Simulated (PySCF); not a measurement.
Cl₂HSi, SMILES Cl[SiH]Cl, multiplicity 2.

Geometry optimised at TPSSh-D3(BJ)/def2-TZVP. The isomer is the one that the SMILES or the coordinates give; other isomers of the formula were not compared.

All values below come from TDA-PBE/def2-SVPD (PySCF 2.14.0).

Vertical excitations. Gas-phase values at a fixed geometry.

Computed excitation energies, oscillator strengths and character:
| state | energy (eV) | λ (nm) | f | main pairs |
|---|---|---|---|---|
| root 1 | 4.06 | 305 | 0.000 | β HOMO→LUMO 99 % |
| root 2 | 4.23 | 293 | 0.004 | β HOMO−1→LUMO 99 % |
| root 3 | 4.40 | 282 | 0.008 | α HOMO→LUMO+1 11 %, β HOMO−2→LUMO 87 % |
| root 4 | 4.46 | 278 | 0.014 | α HOMO→LUMO 98 % |
| root 5 | 4.74 | 262 | 0.058 | α HOMO→LUMO+1 88 %, β HOMO−2→LUMO 10 % |
| root 6 | 5.06 | 245 | 0.025 | β HOMO−3→LUMO 95 % |
| root 7 | 5.49 | 226 | 0.032 | α HOMO→LUMO+2 97 % |
| root 8 | 6.08 | 204 | 0.004 | β HOMO−4→LUMO 92 % |
| root 9 | 6.25 | 198 | 0.035 | α HOMO→LUMO+3 92 % |
| root 10 | 6.37 | 195 | 0.007 | β HOMO−5→LUMO 95 % |
Unrestricted roots are not spin-pure.
